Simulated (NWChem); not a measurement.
Molecule: BeHBr; SMILES [Br][BeH]

Results from NWChem. Coordinates come from a B3LYP/6-31G* (spherical d) optimisation. Vertical excitations in the gas phase.

What does the run give for B3LYP/aug-cc-pVDZ, TDA? Quantities: lowest excitation, singlet (eV); lowest triplet (eV); orbital gap (eV).


| Property | Value |
|---|---|
| lowest excitation, singlet (eV) | 6.60 |
| lowest triplet (eV) | 6.20 |
| orbital gap (eV) | 7.81 |
